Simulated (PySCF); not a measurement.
## Electronic structure of Al (aluminium, neutral) at the TPSS level

Configuration: [Ne] 3s2 3p1, 2P determinant. Calculation: PySCF 2.14, in cc-pV(T+d)Z; no relativity, point nucleus.

* Total energy: -242.3826 hartree
* One-electron energy: -336.6415 hartree
* Hartree (Coulomb) energy: 112.8320 hartree
* Exchange-correlation energy: -18.5731 hartree
* Kinetic energy: 241.58761 hartree
* ⟨S²⟩: 0.7575
* ⟨L²⟩: 2.024
* Sum of ⟨r⟩: 13.57 bohr
* Sum of ⟨r²⟩: 32.18 bohr²
* Traceless quadrupole moment −½Σ⟨3z² − r²⟩ along its main axis: -5.18 e·bohr²
* Density at the nucleus (Gaussians lack the cusp): 1380 bohr⁻³
* Spin density at the nucleus: -0.0211 bohr⁻³
* Langevin diamagnetic susceptibility: -25.5 ×10⁻⁶ cm³/mol
* Time after the integrals: 0.69 s of wall time on 1 thread of Neoverse-N1 (shared host)

```json
{"shell": "1s α", "electrons": "1", "mean orbital energy (eV)": "-1514.8", "spread (eV)": "0", "rms radius, mean of both spins (bohr)": "0.140"}
{"shell": "1s β", "electrons": "1", "mean orbital energy (eV)": "-1514.7", "spread (eV)": "0", "rms radius, mean of both spins (bohr)": "0.140"}
{"shell": "2s α", "electrons": "1", "mean orbital energy (eV)": "-109.01", "spread (eV)": "0", "rms radius, mean of both spins (bohr)": "0.685"}
{"shell": "2s β", "electrons": "1", "mean orbital energy (eV)": "-108.95", "spread (eV)": "0", "rms radius, mean of both spins (bohr)": "0.685"}
{"shell": "2p α", "electrons": "3", "mean orbital energy (eV)": "-70.079", "spread (eV)": "0.134", "rms radius, mean of both spins (bohr)": "0.679"}
{"shell": "2p β", "electrons": "3", "mean orbital energy (eV)": "-70.008", "spread (eV)": "0.282", "rms radius, mean of both spins (bohr)": "0.679"}
{"shell": "3s α", "electrons": "1", "mean orbital energy (eV)": "-7.994", "spread (eV)": "0", "rms radius, mean of both spins (bohr)": "2.78"}
{"shell": "3s β", "electrons": "1", "mean orbital energy (eV)": "-7.234", "spread (eV)": "0", "rms radius, mean of both spins (bohr)": "2.78"}
{"shell": "3p α", "electrons": "1", "mean orbital energy (eV)": "-3.231", "spread (eV)": "0", "rms radius, mean of both spins (bohr)": "3.60"}
```
